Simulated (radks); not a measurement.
Values are calculated unless marked as measured or tabulated.
Spherical quantum dot in the effective-mass picture: electrons in a well V = -V0 / (1 + exp((r - R)/a)) with V0 = 23.7, R = 2.62, a = 0.13, with a point charge +1 (a donor) at the centre, all in effective atomic units (hartree* = m*/eps^2 hartree, bohr* = eps/m* bohr), one dielectric constant everywhere. Level of theory: non-relativistic Kohn-Sham, exchange-only LDA, spin-polarised, spherical densities (a radial shooting solver with Libxc functionals). Levels are named by radial order and angular momentum (1s, 1p, 1d, 2s, ...), and open shells are averaged over m. Results are scaled to m* = 0.375 and eps = 16.6, for which hartree* = 37.03 meV and bohr* = 2.342 nm.

N = 13, configuration 1s2 1p6 1d(up 5, down 0). This is the lowest configuration that the search found. Occupied and some empty levels:

level    occupation  eigenvalue (meV)  <r> (nm)
1s up             1           -628.40     3.326
1s down           1           -623.57     3.242
1p up             3           -604.96     3.901
1p down           3           -598.93     3.880
1d up             5           -574.67     4.175
1d down           0           -568.29     4.170
2s up             0           -560.20     2.815
2s down           0           -557.26     2.862
1f up             0           -536.61     4.374
1f down           0           -530.12     4.374
2p up             0           -497.26     3.287
2p down           0           -493.51     3.284

Energy (meV): total -9353.41, kinetic 728.36, external -11544, Hartree 1693.4, exchange-correlation -230.96.
